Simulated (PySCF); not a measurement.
C4H6Ge.
SMILES: `C1=[CH][GeH2][CH]=C1`

Computed, not measured: PBE0-D3(BJ)/def2-SVP geometry optimisation, gas phase (PySCF 2.14.0).

Take the most abundant isotopes and a rigid rotor. 

(1) What are A, B and C (MHz)?

(2) Classify the top.

(3) What does the inertial defect say?

(4) Give the other two planar moments, Paa and Pbb, and the rms extents of the mass along the axes.

(5) Give the coordinates in the principal-axis frame, origin at the centre of mass.

(6) List the rotational levels J(Ka,Kc) to J = 5 (MHz).

(7) Which lines would a microwave search look for?

(8) Estimate the classical rotational partition function at 25 K, 200 K and 298.15 K.

Answers

(1) Ia = 76.97, Ib = 154.78, Ic = 225.42 u·Å²; 505379 MHz·u·Å²/I gives A = 6566, B = 3265, C = 2242 MHz.

(2) An asymmetric top; Ray's κ = -0.527.

(3) Not planar: Δ = Ic − Ia − Ib = -6.34 u·Å². For a rigid frame Δ = −2 Σ m c², so Σ m c² = 3.17 u·Å² lies off the ab plane, practically all of it from hydrogen. The atom farthest from that plane is 1.25 Å away.

(4) Paa = Σ m a² = (Ib + Ic − Ia)/2 = 151.61 and Pbb = Σ m b² = (Ia + Ic − Ib)/2 = 73.81 u·Å². With the mass M = 127.97 u, the rms extents √(P/M) along a, b and c are 1.09, 0.76, 0.16 Å.

(5) The sense of each axis is arbitrary; atoms in the order of the calculation.
```json
{"atom": "C1", "mass (u)": "12.000", "a (Å)": "-1.766", "b (Å)": "-0.740", "c (Å)": "0.000"}
{"atom": "C2", "mass (u)": "12.000", "a (Å)": "-0.576", "b (Å)": "-1.372", "c (Å)": "0.000"}
{"atom": "Ge3", "mass (u)": "73.921", "a (Å)": "0.802", "b (Å)": "0.000", "c (Å)": "0.000"}
{"atom": "C4", "mass (u)": "12.000", "a (Å)": "-0.576", "b (Å)": "1.372", "c (Å)": "0.000"}
{"atom": "C5", "mass (u)": "12.000", "a (Å)": "-1.766", "b (Å)": "0.740", "c (Å)": "0.000"}
{"atom": "H6", "mass (u)": "1.008", "a (Å)": "-2.724", "b (Å)": "-1.274", "c (Å)": "0.000"}
{"atom": "H7", "mass (u)": "1.008", "a (Å)": "-0.483", "b (Å)": "-2.460", "c (Å)": "0.000"}
{"atom": "H8", "mass (u)": "1.008", "a (Å)": "1.695", "b (Å)": "-0.001", "c (Å)": "-1.254"}
{"atom": "H9", "mass (u)": "1.008", "a (Å)": "1.696", "b (Å)": "0.001", "c (Å)": "1.253"}
{"atom": "H10", "mass (u)": "1.008", "a (Å)": "-0.483", "b (Å)": "2.460", "c (Å)": "0.000"}
{"atom": "H11", "mass (u)": "1.008", "a (Å)": "-2.724", "b (Å)": "1.274", "c (Å)": "0.000"}
```

(6) Above 0(0,0):
J = 1: 1(0,1) 5507, 1(1,1) 8808, 1(1,0) 9831
J = 2: 2(0,2) 16318, 2(1,2) 18799, 2(1,1) 21868, 2(2,1) 31769, 2(2,0) 31973
J = 3: 3(0,3) 32074, 3(1,3) 33669, 3(1,2) 39782, 3(2,2) 48291, 3(2,1) 49259, 3(3,1) 67467, 3(3,0) 67493
J = 4: 4(0,4) 52422, 4(1,4) 53310, 4(1,3) 63366, 4(2,3) 70160, 4(2,2) 72806, 4(3,2) 89836, 4(3,1) 90013, 4(4,1) 116223, 4(4,0) 116225
J = 5: 5(0,5) 77179, 5(1,5) 77623, 5(1,4) 92297, 5(2,4) 97245, 5(2,3) 102650, 5(3,3) 117843, 5(3,2) 118517, 5(4,2) 144209, 5(4,1) 144233, 5(5,1) 178100, 5(5,0) 178101

(7) The dipole components are |μa| = 0.35 D, |μb| = 0.00 D, |μc| = 0.00 D; the symmetry axis of this C2v structure is a, so μb and μc vanish by symmetry and there are no b-type or c-type lines. Some lines, for components of 0.1 D or more:

| type | branch | J(Ka,Kc) | MHz | lower level (cm⁻¹) |
| --- | --- | --- | --- | --- |
| a | Q | 1(1,0) ← 1(1,1) | 1023 | 0.294 |
| a | Q | 2(1,1) ← 2(1,2) | 3070 | 0.627 |
| a | R | 1(0,1) ← 0(0,0) | 5507 | 0.000 |
| a | R | 2(1,2) ← 1(1,1) | 9991 | 0.294 |
| a | R | 2(0,2) ← 1(0,1) | 10811 | 0.184 |
| a | R | 2(1,1) ← 1(1,0) | 12038 | 0.328 |

(8) Point group C2v, symmetry number σ = 2; q = (√π/σ)·√((kT/h)³/(ABC)), k/h = 20836.6 MHz/K: 1520 at 25 K, 34400 at 200 K, 62600 at 298.15 K.

No frequency check. Zero-point vibration and centrifugal distortion are left out.

Time: 29 s; peak memory 0.53 GiB. Hardware: an Arm Neoverse N1 with one thread, on a shared host. These figures are those of the optimisation.
